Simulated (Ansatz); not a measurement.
Cartesian coordinates in Å:
```
P 0.4406 -0.6162 -1.1727
Ga -0.5734 0.6592 0.4629
H 0.2558 -1.8558 -0.5080
H 1.7629 -0.4088 -0.7023
H 0.0399 2.0544 0.8336
H -1.9258 0.1671 1.0865
```

The species carries charge 0 and has multiplicity 1.

Task: List the B3LYP/def2-TZVPP orbital energies in eV (Ansatz). (Estimate.)

Result: Computed: Occupied: -10137.92, -2096.67, -1249.71, -1106.96, -1106.85, -1106.84, -177.94, -149.72, -127.90, -127.86, -127.81, -103.18, -102.89, -102.86, -22.96, -22.84, -22.80, -22.69, -22.68, -17.23, -12.16, -10.74, -8.71, -8.45, -7.04. Lowest empty: -1.99, 0.15, 0.30, 0.65, 1.64, 2.28, 4.03, 4.14.

B3LYP here is the variant with VWN-RPA as its local correlation; programs differ in this.
